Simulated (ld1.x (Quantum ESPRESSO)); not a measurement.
phosphorus: variants of one TM potential

Base potential:

| Quantity | Value |
| --- | --- |
| Element | phosphorus (P) |
| Generator | ld1.x (Quantum ESPRESSO) 7.5 |
| Type | norm-conserving Troullier–Martins (Kleinman–Bylander form) |
| Functional | LDA (PZ) |
| Relativity | non-relativistic |
| Frozen core | [Ne] |
| Valence charge | 5 |
| Reference configuration | 3s2 3p2.5 (charge +0.5) |
| Partial waves | 3s (bound): rc 1.25 bohr; 3p (bound): rc 1.65 bohr; 3d channel at 0.3 Ry: rc 1.35 bohr |
| Local potential | all-electron potential smoothed inside 1.45 bohr (lloc = -1) |
| Core correction | Bessel-smoothed model core inside 1.00 bohr |

Cutoffs, loose and tight: the cutoffs (Ry, on a coarse ladder) from which the occupation-weighted sum of valence levels, in a spherical-Bessel basis at the reference potential, stays within 10 and 1 mRy of its value at 400 Ry. They do not see the model core or the augmentation charge, which bear on the density cutoff. Test errors are all-electron minus pseudo excitation energies from the reference, over the configurations 3s2 3p3; 3s2 3p2; 3s2 3p1; 3s1 3p4; 3s1 3p3; 3s2 3p3.3; 3s1 3p0 (two spin-polarised tests are not counted in the largest error). A dash means not determined; rows that change the core or the reference have their own tests.

A true bound ghost makes a file unfit for plane-wave use even where its test errors are small: the radial tests pick states by their node count and pass the ghost by.

| change | outcome | cutoff, loose | cutoff, tight | bound ghosts | largest test error (meV) |
| --- | --- | --- | --- | --- | --- |
| base | generated | 45 Ry | 100 Ry | none | +210 |
| wave 3p (bound): rc 1.65 bohr becomes 3p (bound): rc 1.26 bohr | generated | 70 Ry | 120 Ry | none | +167 |
| wave 3p (bound): rc 1.65 bohr becomes 3p (bound): rc 1.50 bohr | generated | 45 Ry | 100 Ry | none | +201 |
| wave 3p (bound): rc 1.65 bohr becomes 3p (bound): rc 1.70 bohr | generated | 45 Ry | 100 Ry | none | +213 |
| wave 3p (bound): rc 1.65 bohr becomes 3p (bound): rc 1.90 bohr | generated | 45 Ry | 100 Ry | none | +211 |
| wave 3p (bound): rc 1.65 bohr becomes 3p (bound): rc 2.02 bohr | generated | 45 Ry | 100 Ry | none | +205 |
| wave 3p (bound): rc 1.65 bohr becomes 3p (bound): rc 2.12 bohr | generated | 45 Ry | 100 Ry | none | +196 |
| wave 3p (bound): rc 1.65 bohr becomes 3p (bound): rc 2.32 bohr | generated | 45 Ry | 100 Ry | none | +172 |
| wave 3p (bound): rc 1.65 bohr becomes 3p (bound): rc 2.48 bohr | generated | 45 Ry | 100 Ry | none | +153 |

Question: What comes out with this change to the base: wave 3p (bound): rc 1.65 bohr becomes 3p (bound): rc 1.34 bohr?

Answer: outcome: generated; cutoff, loose: 50 Ry; cutoff, tight: 110 Ry; bound ghosts: none; largest test error (meV): +178.

Question: What comes out with this change to the base: wave 3p (bound): rc 1.65 bohr becomes 3p (bound): rc 1.06 bohr?

Answer: outcome: generated; cutoff, loose: 140 Ry; cutoff, tight: 260 Ry; bound ghosts: p; largest test error (meV): +122.

Reading the sweep of the p radius (base included, trends over the rows without a ghost): The loose cutoff falls from 70 Ry at 1.26 to 45 Ry at 2.48 bohr. A larger radius leaves more room for a smooth pseudo-wave, so fewer plane waves are needed; a smaller one forces it to follow the all-electron wave where it bends sharply. The median size of the test errors (rows with all tests solved) stays near 1.9 meV. Bound ghosts are found at 1.06 bohr.
